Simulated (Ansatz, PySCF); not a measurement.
Molecule: sum formula HSiOBr$_{2}$, charge 0, multiplicity 2. It need not be the lowest isomer of its formula. 
Structure (B3LYP-D3(BJ)/def2-TZVP (Ansatz, a first-principles code) minimum search):
SMILES: O[Si](Br)Br
```xyz
5

Si    -0.5873    -0.6040     0.2221
Br    -0.3703     1.4003     1.2373
Br     1.1259    -1.0182    -1.1540
O     -1.9405    -0.6028    -0.7035
H     -2.6993    -0.0956    -0.3950
```
Charge 0, spin multiplicity 2.

Dipole moments at this geometry, in debye (magnitudes).

```
level               program  dipole (D)
------------------  -------  ----------
HF/def2-TZVPD         PySCF           …
PBE/def2-TZVPD       Ansatz        1.63
BLYP/def2-TZVPD      Ansatz        1.64
r2SCAN/def2-TZVPD    Ansatz        1.72
B97M-V/def2-TZVPD    Ansatz        1.69
HSE06/def2-TZVPD     Ansatz        1.71
LC-wPBE/def2-TZVPD   Ansatz        1.79
wB97M-V/def2-TZVPD   Ansatz        1.76
CCSD(T)/def2-SVPD    Ansatz           …
```

Question: Complete the blanks.

Answer: 
- HF/def2-TZVPD, dipole (D): 1.91
- CCSD(T)/def2-SVPD, dipole (D): 1.69
